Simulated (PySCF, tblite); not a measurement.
**Complex of Ca2+ and 4 × water**

A gas-phase complex of Ca2+ and 4 × water; charge +2, singlet. The structure comes from a short search (6 tight-binding starts) and was relaxed by PBE0-D3(BJ)/def2-SVPD; another way of binding may lie lower. No frequency run checks that it is a minimum.

Parts: 1 = Ca2+ ([Ca+2]), atoms 1, charge +2; 2 = water (O), atoms 2–4; 3 = water (O), atoms 5–7; 4 = water (O), atoms 8–10; 5 = water (O), atoms 11–13.

| atom | part | x (Å) | y (Å) | z (Å) |
| --- | --- | --- | --- | --- |
| Ca1 | 1 | 0.722 | 0.394 | -0.642 |
| O2 | 2 | 1.656 | -1.640 | -1.256 |
| H3 | 2 | 1.848 | -2.395 | -0.682 |
| H4 | 2 | 1.959 | -1.909 | -2.135 |
| O5 | 3 | -0.066 | 2.499 | -0.066 |
| H6 | 3 | -0.528 | 3.134 | -0.631 |
| H7 | 3 | -0.016 | 2.924 | 0.802 |
| O8 | 4 | 1.030 | -0.117 | 1.627 |
| H9 | 4 | 0.360 | -0.396 | 2.268 |
| H10 | 4 | 1.858 | -0.101 | 2.130 |
| O11 | 5 | 0.231 | 0.845 | -2.890 |
| H12 | 5 | -0.411 | 0.389 | -3.453 |
| H13 | 5 | 0.622 | 1.521 | -3.463 |

Contacts between parts, classed by geometry: Ca1···O5 2.320 Å (ion contact); Ca1···O2 2.321 Å (ion contact); Ca1···O11 2.345 Å (ion contact); Ca1···O8 2.346 Å (ion contact).

Interaction energies are complex less parts, with the parts frozen as they stand in it; counterpoise-corrected, in kcal/mol (PySCF).

Task: Give the interaction energy at each level run.

Result: 
```
                 level  interaction  superposition error removed
wB97M-D3(BJ)/def2-SVPD      -186.17                        -3.38
 PBE0-D3(BJ)/def2-SVPD      -189.81                        -3.65
```

Task: What holds them together? Decompose the wB97M-D3(BJ)/def2-SVPD energy: frozen parts, their antisymmetrised product, then relaxation.

Result: electrostatic -179.2, Pauli repulsion +68.6, orbital relaxation -75.2, dispersion correction -3.7 kcal/mol, which sum to the value before the counterpoise correction; the Pauli term holds the exchange-correlation of the frozen density too. Of the attraction, 69 % is electrostatic, 29 % is orbital relaxation, 1 % is dispersion correction.

The parts were also relaxed and run alone, at the levels used for the complex: shieldings by PBE0/pcSseg-1; core levels by delta-SCF with SCAN, pcX-2 on the ionised atom and pcseg-1 elsewhere, spin-free X2C.

Task: How do these values change when the complex forms?

Result: 
| property | alone | in the complex | change |
| --- | --- | --- | --- |
| shielding of Ca1 (ppm) | 1412.6 | 1190.5 | -222.0 |
| shielding of O5 (ppm) | 335.3 | 303.5 | -31.8 |
| shielding of O2 (ppm) | 335.3 | 303.7 | -31.6 |
| O2 1s core level (eV) | 539.76 | 549.16 | +9.41 |
| O5 1s core level (eV) | 539.76 | 549.16 | +9.40 |
| O11 1s core level (eV) | 539.76 | 549.33 | +9.57 |

Multiply charged ions in the gas phase bind far more strongly than in solution.
